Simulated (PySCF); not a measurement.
Numbering as in the mapped SMILES `[F:1][B:2]([F:3])[c:4]1[cH:5][cH:6][cH:7][o:8]1`. Each H is labelled by its parent atom.

Geometry: PBE0-D3(BJ)/def2-SVP; GIAO shifts from PySCF, gas phase, non-relativistic, averaged over equivalent atoms.

At PBE0/pcSseg-0 (78 basis functions, 6.8 s wall time on 1 thread of an Arm Neoverse V2, shared host):
```json
{"atoms": "F1/F3", "δ (ppm)": "-79.1"}
{"atoms": "B2", "δ (ppm)": "20.8"}
{"atoms": "C7", "δ (ppm)": "164.7"}
{"atoms": "C4", "δ (ppm)": "159.3"}
{"atoms": "C5", "δ (ppm)": "141.9"}
{"atoms": "C6", "δ (ppm)": "123.3"}
{"atoms": "O8", "δ (ppm)": "333.5"}
{"atoms": "H(C7)", "δ (ppm)": "7.65"}
{"atoms": "H(C5)", "δ (ppm)": "7.44"}
{"atoms": "H(C6)", "δ (ppm)": "6.57"}
```

δ = σ(ref) − σ, references computed at the same level: 19F (178.37 ppm) vs CFCl3; BF3·OEt2 for 11B (104.89 ppm); TMS for 13C (193.52 ppm), 1H (32.83 ppm); 17O (337.86 ppm) vs H2O.

Predict the values at PBE0/IGLO-III on the same geometry.

Results:


```tsv
atoms	δ at PBE0/IGLO-III	change
F1/F3	-100.1	-21.0
B2	20.1	-0.7
C7	157.9	-6.8
C4	153.3	-6.0
C5	138.8	-3.1
C6	118.7	-4.6
O8	318.0	-15.5
H(C7)	7.87	+0.22
H(C5)	7.62	+0.18
H(C6)	6.68	+0.11
```

Chemical shifts δ = σref − σ; 19F (σref 174.63) against CFCl3; 11B (σref 99.94) against BF3·OEt2; 13C (σref 183.78) and 1H (σref 31.37) vs TMS; 17O (σref 327.19) vs H2O, all at this level.

The largest change is at F1/F3 (fluorine bonded to B). Cost: 310 basis functions, 49 s wall time on 1 thread of an Arm Neoverse V2, shared host. The order of the carbon signals is the same at both levels.

A carbon bonded to boron is broadened by the quadrupolar boron nucleus and is often missing from a measured spectrum. Unscaled 19F shifts against computed CFCl3 carry errors that often reach 10 to 50 ppm. Unscaled 17O shifts of doubly bonded oxygen tend to come out too high, by tens of ppm or more. Experimental scales use liquid or dissolved standards, which lie at an offset from isolated H2O (liquid H2O: subtract about 36 ppm).
